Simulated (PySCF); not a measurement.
C3H8Si2, SMILES C#C[Si@@H](C)[SiH3]. Heavy atoms are numbered as in [CH:1]#[C:2][Si@@H:3]([CH3:4])[SiH3:5]. Hydrogens are named by the atom that carries them.

Geometry optimised at PBE0-D3(BJ)/def2-SVP. The structure was generated by enumeration; whether it is a known compound was not checked.

All values below come from HF/pcSseg-1 (PySCF).

GIAO shieldings, no solvent; atoms alike by connectivity are averaged. δ = σ(ref) − σ: ¹³C against TMS (σ = 192.6 ppm); ²⁹Si against TMS (σ = 393.8 ppm); ¹H against TMS (σ = 31.99 ppm), references at their B3LYP-D3(BJ)/def2-TZVP geometries, non-relativistic.

Question: Estimate the chemical shifts. (The exact figures need the calculation; the answer reports its results.)

Answer: 
```json
[
 {"nucleus": "¹³C", "atoms": "C1 (CH)", "count": "1", "δ (ppm)": "113.2"},
 {"nucleus": "¹³C", "atoms": "C2", "count": "1", "δ (ppm)": "87.2"},
 {"nucleus": "¹³C", "atoms": "C4 (CH3)", "count": "1", "δ (ppm)": "-2.3"},
 {"nucleus": "²⁹Si", "atoms": "Si3 (SiH)", "count": "1", "δ (ppm)": "-57.2"},
 {"nucleus": "²⁹Si", "atoms": "Si5 (SiH3)", "count": "1", "δ (ppm)": "-89.3"},
 {"nucleus": "¹H", "atoms": "H on Si3", "count": "1", "δ (ppm)": "4.35"},
 {"nucleus": "¹H", "atoms": "H on Si5", "count": "3", "δ (ppm)": "3.62"},
 {"nucleus": "¹H", "atoms": "H on C1", "count": "1", "δ (ppm)": "3.12"},
 {"nucleus": "¹H", "atoms": "H on C4", "count": "3", "δ (ppm)": "0.69"}
]
```
